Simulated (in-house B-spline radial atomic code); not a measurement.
Excitations of As³⁺ by several methods

Full response, energies in eV; labels give the largest channel, * marks a mixed state, a dash one above the method's threshold, and an imaginary frequency an unstable closed-shell reference. Computed with a B-spline radial code for spherical atoms: linear response of the closed shell [Ar] 3d10 4s2 with each method's own kernel (bare exchange for TDHF, static screening on G0W0 levels for BSE, the adiabatic kernel for functionals); scalar-relativistic (spin-free one-electron X2C), finite nucleus, no spin-orbit coupling, no double excitations, S, P, D and F terms only; shells from n = 2 respond. Only terms of natural parity with L up to 3 were computed.

```
           method  4s → 4p 3P  4s → 4p 1P  4s → 4d 3D  α (bohr³)
             TDHF       7.723      13.201      24.754      7.751
   BSE on G0W0@HF       9.248      14.041      26.719      6.897
         LDA VWN5      10.281      14.407      26.002       6.53
              PBE       9.907      14.220      25.369      6.717
             PBE0       9.475      13.920      25.353      6.992
  B3LYP (VWN-RPA)       9.767      14.194      25.454      6.735
        CAM-B3LYP           ?           ?           ?          ?
          LC-wPBE       9.305      13.821      25.642      7.029
            wB97X           ?           ?           ?          ?
            HSE06       9.585      13.987      25.458      6.923
        BHandHLYP       9.249      13.880      25.349      7.032
             BLYP      10.017      14.419      25.340      6.539
           PBEsol       9.803      14.172      25.429      6.753
             BP86       9.851      14.221      25.494      6.712
LDA exchange-only       9.530      14.348      25.043      6.591
            B97-1      10.077      14.004      25.913      6.916
             RPBE       9.635      14.046      25.094      6.885
             OLYP       9.078      13.884      24.668      7.045
```

Problem. What does wB97X give?

Solution. 4s → 4p 3P: 10.476; 4s → 4p 1P: 14.090; 4s → 4d 3D: 26.503; α: 6.8 (eV, bohr³).

Problem. What does CAM-B3LYP give?

Solution. 4s → 4p 3P: 9.682; 4s → 4p 1P: 14.135; 4s → 4d 3D: 25.585; α: 6.774 (eV, bohr³).
